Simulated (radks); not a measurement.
Task: The mean radii <r> (bohr) of the occupied orbitals of an atom or ion are listed with their occupations. All-electron calculation, Dirac Kohn-Sham, Slater X-alpha with alpha = 0.635, spin-unpolarised, spherical densities, finite nucleus; Fermi nuclear charge, rms radius of each element as measured or else 0.836 A^(1/3) + 0.57 fm. Program: a radial shooting solver on a logarithmic mesh with Libxc functionals.

orbital     occ.      <r>
1s1/2          2  0.02277
2s1/2          2  0.09660
2p1/2          2  0.08080
2p3/2          4  0.08742
3s1/2          2   0.2551
3p1/2          2   0.2446
3p3/2          4   0.2574
3d3/2          4   0.2290
3d5/2          6   0.2329
4s1/2          2   0.5800
4p1/2          2   0.5940
4p3/2          4   0.6234
4d3/2          4   0.6663
4d5/2          6   0.6768
5s1/2          2    1.413
5p1/2          2    1.599
5p3/2          4    1.699
6s1/2          1    3.975
4f5/2    2.57143    1.017
4f7/2    3.42857    1.039

Name the element and its charge. Open shells, if any, are shared by 2j + 1.

Result: Z = 62, samarium, charge +1: Sm+ in [Xe] 4f6 6s1. The 1s radius gives Z: for a bare nucleus <r> = (2 gamma + 1)/(2Z) with gamma = sqrt(1 - (Z/c)^2), 0.02245 bohr for Z = 62, and screening makes it slightly larger (0.02277 here). The occupations add up to 61, and the charge is Z minus that.
